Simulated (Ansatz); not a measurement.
Compare A (`BO[SiH2][GeH2][F]`) with its isomer B (`O[B](F)[GeH2][SiH3]`).

Program: Ansatz. Geometries: PBE0-D4/def2-TZVP. ΔE: electronic, gas phase. CCSD(T)/CBS is the MP2 limit (def2-TZVPP, def2-QZVPP) plus CCSD(T) − MP2 in def2-TZVPP, frozen cores. DFT in def2-TZVPP. B3LYP here is the variant with VWN-RPA as its local correlation; programs differ in this. For Ge outer-core shells are correlated without core-valence functions, which leaves a few kJ/mol of doubt a bond. Scalar relativity is left out up to krypton. One conformer a species, not always the lowest.

(1) Which is lower in electronic energy at CCSD(T)/CBS, and by how much? (Estimate.)

(2) Give E(B) − E(A) in kcal/mol with B2PLYP, B3LYP-D4, PBE0-D4, CCSD/def2-TZVPP, ωB97M-V, CCSD(T)/def2-TZVPP, B3LYP. (Estimate.)

Largest T1 diagnostic: 0.013.

Answers

(1) Ansatz gave: B, by 6.1 kcal/mol.

(2) The calculation gave: B2PLYP -4.0, B3LYP-D4 -4.2, PBE0-D4 -9.3, CCSD/def2-TZVPP -5.4, ωB97M-V -5.7, CCSD(T)/def2-TZVPP -6.4, B3LYP -4.3. None reverses the order clearly.

In def2-TZVPP, CCSD(T) changes the Hartree–Fock value by −8.5 kcal/mol (the triples alone add −1.0 kcal/mol) and MP2 by −7.3 kcal/mol. From PBE to PBE0 (25 % exact exchange), in def2-TZVPP and without D4, E(B) − E(A) moves by +1.0 kcal/mol.
